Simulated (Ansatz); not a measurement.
Reaction (substitution at a C–Si bond): `C=C[SiH](C)O[SiH3]` + `[OH][Al]([F])[Cl]` → `C[O][Al]([F])[Cl]` + `C=C[SiH2]O[SiH3]`

Program: Ansatz. Geometries: PBE0-D4/def2-TZVP. ΔE: electronic, gas phase. CBS: MP2 limit from def2 TZ/QZ plus the TZ coupled-cluster correction, frozen cores. This one scheme is used for every species. Functionals use def2-TZVPP. B3LYP here is the variant with VWN-RPA as its local correlation; programs differ in this. One conformer a species, not always the lowest.

(1) Is it downhill or uphill in electronic energy at CCSD(T)/CBS, and by how much? (An estimate is asked.)

(2) What do these levels give: r2SCAN-D4, PBE0-D4, BHLYP-D4, PBE-QIDH, BLYP, B3LYP, r2SCANh, CCSD/def2-SVP, CCSD(T)/def2-SVP, MP2/def2-QZVPP, SCS-MP2/def2-QZVPP, HF/CBS(def2)? (Estimate.)

(3) What do rigid-rotor, harmonic-oscillator terms from PBE0-D4/def2-TZVP frequencies (298.15 K, 1 bar) make of the CCSD(T)/CBS value? (Best estimate.)

Largest T1 diagnostic among the species: 0.011.

Results:

(1) Ansatz gave: Uphill: ΔE = +1.16 eV.

(2) Ansatz gave: r2SCAN-D4 1.16, PBE0-D4 1.14, BHLYP-D4 1.06, PBE-QIDH 1.16, BLYP 1.00, B3LYP 1.03, r2SCANh 1.15, CCSD/def2-SVP 0.89, CCSD(T)/def2-SVP 0.90, MP2/def2-QZVPP 1.22, SCS-MP2/def2-QZVPP 1.12, HF/CBS(def2) 0.93 eV.

(3) Computed: ΔZPE = 0.00 eV, ΔH = +1.16 eV, ΔS = 11 J/(mol·K), ΔG = +1.13 eV. Modes under 50 cm⁻¹ make the entropy rough.

The D4 term adds +0.04 eV with B3LYP and +0.02 eV with PBE0; it sums over pairs of atoms, weighted by their polarisabilities, and B3LYP, whose exchange is more repulsive, gets the larger term. Leaving LDA and LC-ωPBE aside and taking each functional with its dispersion term where it has one, the values, not all of them listed here, spread over 0.11 eV, from BLYP-D4 to r2SCAN0-D4. LDA lies +0.04 eV from PBE without D4. At CCSD(T), def2-SVP lies −0.26 eV from the extrapolated value and def2-TZVPP −0.04 eV.
